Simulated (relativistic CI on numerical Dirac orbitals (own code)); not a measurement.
## Line list: Electric-dipole lines, Cd²⁴⁺

Calculated at this level of theory: Dirac-Coulomb-Breit CI, separate exchange-only KLI orbitals for each configuration, model QED (radiative potential, 1s self-energy scaled to tabulated hydrogen-like ionisation energies), unscaled Slater integrals (own radial code, finite nucleus).

Configurations in the expansion (outside the closed core [Ne]): 3s2 3p6 3d6, 3s2 3p5 3d7, 3s2 3p4 3d8, 3s 3p6 3d7, 3p6 3d8, 3s 3p5 3d8, 3s2 3p6 3d5 4s, 3s2 3p6 3d5 4p, 3s2 3p6 3d5 4d, 3s2 3p4 3d7 4s, 3s2 3p6 3d5 4f, 3s2 3p5 3d6 4s, 3s2 3p6 3d4 4s2, 3s2 3p6 3d5 5s, 3s 3p6 3d6 4s, 3s2 3p6 3d5 5p. Levels of other configurations are missing.

```
λ vac (nm)                  Lower                    Upper   A (s⁻¹)  log gf  S velocity/length
    5.0321  3s2 3p6 3d6 1I_6 [20]  3s2 3p5 3d7 1H°_5 [136]  1.49e+12    0.79               0.64
    5.0707   3s2 3p6 3d6 3H_6 [7]  3s2 3p5 3d7 3G°_5 [126]  1.23e+12    0.72               0.66
    5.0964  3s2 3p6 3d6 3G_5 [17]  3s2 3p5 3d7 3F°_4 [130]  6.04e+11    0.33               0.68
    5.1017  3s2 3p6 3d6 3G_4 [14]  3s2 3p5 3d7 3F°_3 [129]  7.56e+11    0.31               0.70
    5.1503  3s2 3p6 3d6 1G_4 [32]  3s2 3p5 3d7 1F°_3 [143]  1.00e+12    0.44               0.71
    5.3006   3s2 3p6 3d6 3H_5 [8]  3s2 3p5 3d7 3F°_4 [114]  3.66e+11    0.14               0.65
    5.4427  3s2 3p6 3d6 3H_4 [13]  3s2 3p5 3d7 3D°_3 [112]  5.87e+11    0.26               0.67
    5.4795  3s2 3p6 3d6 1I_6 [20]  3s2 3p5 3d7 1I°_6 [118]  3.54e+11    0.32               0.77
    5.6117   3s2 3p6 3d6 5D_4 [1]   3s2 3p5 3d7 5D°_4 [85]  1.32e+11   -0.25               0.84
    5.6486   3s2 3p6 3d6 3H_4 [6]   3s2 3p5 3d7 1F°_3 [96]  4.39e+11    0.17               0.65
    5.8039   3s2 3p6 3d6 3H_5 [8]   3s2 3p5 3d7 3G°_5 [91]  1.62e+11   -0.05               0.78
    5.9736   3s2 3p6 3d6 3H_5 [8]   3s2 3p5 3d7 5D°_4 [85]  2.15e+11    0.01               0.63
    6.0505   3s2 3p6 3d6 5D_4 [1]   3s2 3p5 3d7 5P°_3 [56]  4.23e+11    0.21               0.70
    6.1019   3s2 3p6 3d6 5D_3 [3]   3s2 3p5 3d7 5D°_2 [63]  2.95e+11   -0.08               0.74
    6.1344   3s2 3p6 3d6 3H_6 [7]   3s2 3p5 3d7 1I°_6 [74]  1.20e+11   -0.06               0.74
    6.1728   3s2 3p6 3d6 3H_4 [6]   3s2 3p5 3d7 3G°_4 [67]  1.59e+11   -0.09               0.81
    6.2220   3s2 3p6 3d6 5D_4 [1]   3s2 3p5 3d7 3F°_4 [50]  1.31e+11   -0.16               0.82
    6.2505   3s2 3p6 3d6 3H_6 [7]   3s2 3p5 3d7 3H°_6 [68]  2.40e+11    0.26               0.75
    6.2887   3s2 3p6 3d6 5D_2 [2]   3s2 3p5 3d7 3P°_2 [52]  1.88e+11   -0.25               0.76
    6.6543   3s2 3p6 3d6 5D_4 [1]   3s2 3p5 3d7 5F°_5 [38]  7.01e+10   -0.29               0.88
```

Terms are leading LS components. Brackets give the number of a level in order of energy, since labels repeat. The list gives strong lines, with weight on those to low levels, among the lowest 200 of 2758 levels, so that lines to higher ones, which can be the strongest, are missing. Levels whose partners in the same complex of configurations lie outside the list can be far off, and so can their lines. Rates are taken at the computed energies, electric ones in the length gauge. A velocity-to-length ratio far from 1 marks an uncertain rate.

At this charge energies of transitions that change n are usually good to better than 1 %, and those within a shell (Δn = 0) to a few per cent. Terms inside the open d or f shell come out 10 to 20 % too wide with unscaled integrals.

LS names give the leading component of a level, which can be under half, so a name can repeat, a term be missing and a line seem to break the LS rules.
